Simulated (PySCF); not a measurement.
C4H4OSe, SMILES O=C[C@@H]1C=C[Se]1. Atoms are numbered in the order given.

```xyz
10

O     -1.9410     0.7950    -1.6936
C     -1.8158     0.3429    -0.5863
C     -0.6743     0.6837     0.3372
C      0.4466     1.5078    -0.2430
C      1.4754     0.6524    -0.2272
Se     0.5773    -0.8638     0.5249
H     -2.5594    -0.3804    -0.1637
H     -1.0431     0.9964     1.3277
H      0.3918     2.5370    -0.6069
H      2.5183     0.7359    -0.5393
```

Geometry: ωB97X-D3(BJ)/def2-SVP. The structure was generated by enumeration; whether it is a known compound was not checked. One conformer was computed; it need not be the lowest.

Two levels are set side by side: PBE/pcSseg-1 (PySCF) and B3LYP/pcSseg-1 (PySCF). GIAO shifts against H2O (¹⁷O), Me2Se (⁷⁷Se), TMS (¹H), TMS (¹³C) at the same level; non-relativistic, no solvent, atoms listed together averaged. Differences are taken from unrounded values.

```tsv
quantity	B3LYP
δ(¹⁷O) of O1 (ppm)	674.5
δ(¹³C) of C2 (ppm)	197.5
δ(¹³C) of C3 (ppm)	57.2
δ(¹³C) of C4 (ppm)	139.7
δ(¹³C) of C5 (ppm)	150.9
δ(⁷⁷Se) of Se6 (ppm)	600.1
δ(¹H) of H7 (ppm)	9.96
δ(¹H) of H8 (ppm)	4.51
δ(¹H) of H9 (ppm)	6.09
δ(¹H) of H10 (ppm)	7.17
```

What does PBE give, and how far is it from B3LYP? (The exact figures need the calculation; the answer reports its results.)


```tsv
quantity	PBE	PBE minus B3LYP
δ(¹⁷O) of O1 (ppm)	664.4	-10.1
δ(¹³C) of C2 (ppm)	194.8	-2.7
δ(¹³C) of C3 (ppm)	57.3	0.0
δ(¹³C) of C4 (ppm)	137.0	-2.7
δ(¹³C) of C5 (ppm)	147.0	-3.9
δ(⁷⁷Se) of Se6 (ppm)	593.1	-7.1
δ(¹H) of H7 (ppm)	10.22	0.26
δ(¹H) of H8 (ppm)	4.58	0.07
δ(¹H) of H9 (ppm)	6.15	0.06
δ(¹H) of H10 (ppm)	7.18	0.00
```

Rough cost on one machine, each run with all the roots and properties that it gave: B3LYP against PBE within a factor of 2.
